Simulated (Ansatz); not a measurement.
Ansatz (a first-principles code) input (CCSD(T)/def2-TZVPPD):
A basis named .json is the Basis Set Exchange file of that set.

Ansatz 0.2 input:
```yaml
crystal:
  periodic: [false, false, false]
  atoms:
    - {symbol: Bi, position_ang: [0.28230581, -0.01155045, 0.34260263]}
    - {symbol: Cl, position_ang: [0.69099065, 0.32528590, -1.96358521]}
    - {symbol: Cl, position_ang: [-2.06930726, -0.26889250, 0.29087824]}
basis:
  gaussian:
    orbitals: def2-TZVPPD.json
magnetization: {spin_polarized: true, initial_magnetization: 1}
correlation: {method: ccsd_t, electrons: outside_noble_gas}
```

End of the output:

```
integrals: 0.67 GiB planned
1118 factors; integrals over basis functions are off by at most 6.8e-4 eV
mean field: 0.90 GiB planned
mean field evaluation 1: about -30820.2468 eV, gradient 1.3e1 eV
mean field evaluation 2: about -30820.2659 eV, gradient 1.3e1 eV
mean field evaluation 4: about -30821.5078 eV, gradient 1.4e0 eV
mean field evaluation 8: about -30821.5435 eV, gradient 8.5e-2 eV
mean field evaluation 16: about -30821.1928 eV, gradient 8.3e0 eV
mean field evaluation 32: about -30818.4101 eV, gradient 1.6e-1 eV
mean field evaluation 64: about -30818.4358 eV, gradient 5.2e-1 eV
mean field evaluation 96: about -30818.4110 eV, gradient 3.1e-4 eV
mean field -30821.54374011 eV, -1132.6708408563 hartree, gradient 4.0e-6 eV, S^2 0.761053; 2 other end points of the search recorded, 0 dependent functions left out
determinant -30821.54374011 eV, -1132.6708408563 hartree, with singles and doubles -30835.25451652 eV, -1133.1747025958 hartree
determinant -30818.44275592 eV, -1132.5568817894 hartree, with singles and doubles -30832.45198892 eV, -1133.0717116064 hartree
determinant -30818.41096291 eV, -1132.5557134177 hartree, with singles and doubles -30832.36505434 eV, -1133.0685168193 hartree
19 core orbitals not correlated
reference -30821.54374011 eV, -1132.6708408563 hartree; 10, 9 occupied and 129, 130 virtual orbitals, 1118 factors
second order -12.69176087 eV of doubles, -0.00000000 eV of singles
coupled cluster: 1.56 GiB planned
cycle   1  -13.64762286 eV  change   -4.4e-1 eV  update   2.0e-2
cycle   2  -13.67166797 eV  change   -2.4e-2 eV  update   4.7e-3
cycle   3  -13.67347177 eV  change   -1.8e-3 eV  update   2.2e-3
cycle   4  -13.67406302 eV  change   -5.9e-4 eV  update   7.5e-4
cycle   5  -13.67424179 eV  change   -1.8e-4 eV  update   3.5e-4
cycle   6  -13.67433159 eV  change   -9.0e-5 eV  update   1.4e-4
cycle   7  -13.67431627 eV  change    1.5e-5 eV  update   5.4e-5
cycle   8  -13.67432700 eV  change   -1.1e-5 eV  update   1.6e-5
perturbative correction -0.62832021 eV, -0.0230903418 hartree
Total energy: -30835.84638732 eV, -1133.1964534465 hartree
```

This state (charge 0, doublet) is run at the relaxed geometry of the species with charge 1 and multiplicity 1.
